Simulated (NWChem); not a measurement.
System: C₂H₆O₂Si; SMILES [SiH2]1OCOC1

Input file for NWChem:

```
start job
memory heap 200 mb stack 900 mb global 1100 mb
geometry units angstroms noautosym nocenter noautoz
  C     -0.875837    -1.133970     0.130954
  O      0.441978    -1.352467    -0.320548
  C      1.290681    -0.300479     0.160733
  Si     0.127793     1.211214    -0.054179
  O     -1.255538     0.221140    -0.063403
  H     -1.537117    -1.798065    -0.463881
  H     -0.968514    -1.386993     1.220614
  H      1.572801    -0.455938     1.232288
  H      2.217239    -0.305187    -0.444765
  H      0.125928     2.178927     1.095510
  H      0.264404     1.958755    -1.348586
end
basis spherical
  C library def2-tzvp
  O library def2-tzvp
  Si library def2-tzvp
  H library def2-tzvp
end
dft
  xc hfexch
  iterations 150
  semidirect filesize 400000000
end
property
  efieldgrad
end
task dft property
```

Structure relaxed at the PBE-D3(BJ)/def2-SVP level.

Vzz is the largest principal value of the second derivative of the potential at the nucleus (NWChem prints the opposite sign); η is the asymmetry. Non-relativistic.

Atoms are numbered as in the input.

Problem. What results follow from this input? (Hartree-Fock/def2-TZVP.) Quantities: Vzz O2 (a.u.); η O2; Vzz O5 (a.u.); η O5.

Solution. Vzz O2 (a.u.): -2.004
η O2: 0.94
Vzz O5 (a.u.): 1.640
η O5: 0.59
